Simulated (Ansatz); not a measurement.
Frontier orbitals of CH5BF3N (`C[NH2+][B-](F)(F)F`).

```xyz
11

C    -0.394   -0.308   -1.213
N     0.241   -0.563    0.089
B     0.205    0.730    1.127
F     0.889    1.725    0.477
F     0.839    0.265    2.252
F    -1.126    1.000    1.312
H    -0.344   -1.186   -1.858
H     0.117    0.529   -1.685
H    -1.432   -0.032   -1.040
H    -0.212   -1.338    0.567
H     1.217   -0.821   -0.029
```

Charge 0, multiplicity 1. The geometry is a stationary point of PBE0-D4/def2-TZVP. It is one conformer, not always the lowest. Basis def2-TZVPP, the Gaussian-basis code of Ansatz.

Orbital energies of one run (eV). Highest occupied ones, from the top: -12.79, -12.97, -13.58, -13.59, -14.21, -14.23, -14.92, -15.23, -16.49, -16.74, -17.28, -17.79, -19.16, -19.50. Empty: 2.18, 3.60, 3.62, 4.38, 5.10, 5.20.

(1) Which functional gave them?
A. PBE0
B. r2SCAN
C. PBE
D. LC-ωPBE

## Answers

(1) D. HOMO energies: LC-ωPBE -12.79, r2SCAN -8.51, PBE0 -9.99, PBE -8.00 eV.

LC-ωPBE has ω = 0.4 bohr⁻¹.
